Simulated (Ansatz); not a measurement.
Basis sets compared for the cluster WO3. The state is a singlet with charge 0. Geometry PBE0-D4/def2-TZVP. Ansatz on 4 threads of Arm Neoverse V2 on a shared host; times are rough, and most runs start from earlier orbitals.

Cartesian coordinates in Å:
```
W 0.429 -0.180 0.065
O -0.772 -1.132 0.836
O 0.029 -0.097 -1.602
O 0.314 1.409 0.701
```

In the def2 sets W takes a core potential; there is no spin–orbit coupling. The structure comes from a short search, and lower isomers may exist.

| level | functions | energy (Eh) | HOMO (eV) | LUMO (eV) | wall time |
| --- | --- | --- | --- | --- | --- |
| PBE-D4/def2-SVP | 74 | -292.5060 | -7.23 | -5.29 | 0.5 s |
| PBE-D4/def2-TZVP | 133 | -292.7954 | -7.31 | -5.53 | 0.75 s |
| r2SCAN-D4/def2-TZVP | 133 | -292.8926 | -7.65 | -5.35 | 1.6 s |
| PBE0-D4/def2-SVP | 74 | -292.4003 | -8.88 | -4.68 | 0.55 s |
| PBE0-D4/def2-TZVP | 133 | -292.6944 | -8.91 | -4.87 | 0.95 s |

Estimate the rows for PBE-D4/def2-TZVPD, r2SCAN-D4/def2-TZVPD, PBE0-D4/def2-TZVPD.


| level | functions | energy (Eh) | HOMO (eV) | LUMO (eV) | wall time |
| --- | --- | --- | --- | --- | --- |
| PBE-D4/def2-TZVPD | 163 | -292.7980 | -7.38 | -5.56 | 1.1 s |
| r2SCAN-D4/def2-TZVPD | 163 | -292.8952 | -7.68 | -5.36 | 2 s |
| PBE0-D4/def2-TZVPD | 163 | -292.6970 | -8.95 | -4.88 | 1.4 s |
